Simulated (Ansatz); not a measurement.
**One step, two centres**

Four-centre ligand exchange, with the central atom changed down its group and all else kept; in the first member these bonds form or tighten: As–B, H–O; these break or loosen: As–H, B–O.

Gas-phase electronic energies, without zero-point energy, by CCSD(T) at an estimated basis limit (MP2 extrapolated from triple and quadruple zeta, plus CCSD(T) − MP2 in triple zeta); Ansatz 0.2.0, def2-TZVPP and QZVPP, frozen cores, on PBE0-D4/def2-TZVP structures. Extrapolation: Hartree–Fock as exp(−7.88 √X), correlation as X^−2.97. All energies, in eV, count from the separated reactants, without counterpoise correction; the start and end structures are the complexes reached by relaxing down from the saddle, and deeper ones may exist. Brackets give SMILES, or, where every atom is bracketed, only which atoms are joined. Steps whose reference was doubtful or whose search ended elsewhere are left out.

| reactants | products | start structure | saddle | end structure | saddle by PBE-D4/TZ |
| --- | --- | --- | --- | --- | --- |
| BH₃O ([BH2][OH]) + AsH₃ | BAsH₄ ([BH2][AsH2]) + H₂O, still joined by a dative B–O bond | -0.066 | 1.686 | 0.622 | 1.230 |
| GaH₃O ([OH][GaH2]) + AsH₃ | GaAsH₄ ([GaH2][AsH2]) + H₂O, still joined by a dative Ga–O bond | -0.344 | ? | -0.574 | 0.383 |

(1) What is the height of the saddle for GaH₃O ([OH][GaH2]) + AsH₃? (An estimate is asked for; the value comes from the calculation.)

(2) How do the PBE-D4 saddles lie against the coupled-cluster estimate?

No T1 diagnostic of these runs exceeds 0.016. The filled d shells of As, Ga are correlated in sets not built for that, so values that involve them are less sure.

For scale, one of the runs: CCSD(T)/def2-TZVPP, 211 basis functions, launched by `ansatz run in.yaml --threads 4 --pin off --events-out ev --progress --plain --max-ram 9574MiB`. The run took 2.2 min on 4 CPU threads of an Arm Neoverse V1 (shared host), with 3 GiB of host memory at its peak.

Results:

(1) The calculation gives: 0.655 eV relative to the separated reactants, the lower of the two; above its start structure the barrier is 0.655 − (-0.344) ≈ 0.999 eV.

(2) Both lower, by 0.272 to 0.456 eV.
